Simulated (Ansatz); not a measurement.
`O[SiH]([SiH3])[GeH3]` + `OB(S)Cl` → `[SiH3]OB(S)Cl` + `O[SiH2][GeH3]`  (cleavage of the Si–Si bond)

Computed with Ansatz on PBE0-D4/def2-TZVP structures; ΔE is electronic, products minus reactants. CCSD(T)/CBS adds triple-zeta CCSD(T) − MP2 to the extrapolated MP2 energy (def2 sets, frozen cores). For Ge outer-core shells are correlated without core-valence functions, which leaves a few kJ/mol of doubt a bond. Scalar relativity is left out up to krypton. Each species was taken in one conformer, which may not be the lowest.

`O[SiH]([SiH3])[GeH3]`:

Z-matrix (Å, degrees):
```
Si
Si 1 2.338
Ge 1 2.389 2 110.7
O 1 1.658 2 107.0 3 122.2
H 1 1.495 2 109.5 3 -117.5
H 2 1.489 1 108.1 3 58.6
H 2 1.487 1 110.4 3 -60.2
H 2 1.487 1 111.6 3 178.3
H 3 1.542 1 110.8 2 173.4
H 3 1.539 1 110.4 2 -67.2
H 3 1.539 1 111.6 2 53.3
H 4 0.959 1 117.4 2 179.9
```

`OB(S)Cl`:

Cartesian coordinates in Å:
```
O -0.943 -0.072 -0.648
B 0.005 -0.125 0.310
S 1.646 0.567 0.048
Cl -0.326 -0.882 1.875
H -1.774 -0.477 -0.381
H 1.393 0.988 -1.204
```

`[SiH3]OB(S)Cl`:

Cartesian coordinates in Å:
```
Si 1.063 -1.186 0.436
O 0.696 0.347 -0.069
B -0.387 1.078 -0.365
S -2.056 0.385 -0.214
Cl -0.151 2.742 -0.908
H 1.711 -1.896 -0.690
H 1.995 -1.064 1.579
H -0.173 -1.896 0.850
H -2.699 1.489 -0.619
```

`O[SiH2][GeH3]`:

Z-matrix (Å, degrees):
```
Si
Ge 1 2.375
O 1 1.653 2 106.7
H 1 1.492 2 110.4 3 121.0
H 1 1.492 2 110.4 3 -121.0
H 2 1.539 1 109.5 3 -180.0
H 2 1.537 1 111.1 3 60.5
H 2 1.537 1 111.1 3 -60.5
H 3 0.958 1 117.7 2 179.9
```

| species | CCSD(T)/CBS(def2) energy (Eh) |
| --- | --- |
| `O[SiH]([SiH3])[GeH3]` | -2734.28703 |
| `OB(S)Cl` | -958.85217 |
| `[SiH3]OB(S)Cl` | -1249.16418 |
| `O[SiH2][GeH3]` | -2444.00682 |

Question: Work out ΔE.

Answer: ΔE = (-1249.16418) + (-2444.00682) − (-2734.28703) − (-958.85217) = -0.03180 Eh = -83.5 kJ/mol.

Largest T1 diagnostic among the species: 0.013.

From PBE to PBE0 (25 % exact exchange), in def2-TZVPP and without D4, ΔE moves by −8.8 kJ/mol. In def2-TZVPP, CCSD(T) changes the Hartree–Fock value by +26.7 kJ/mol (the triples alone add +3.6 kJ/mol) and MP2 by +19.5 kJ/mol.
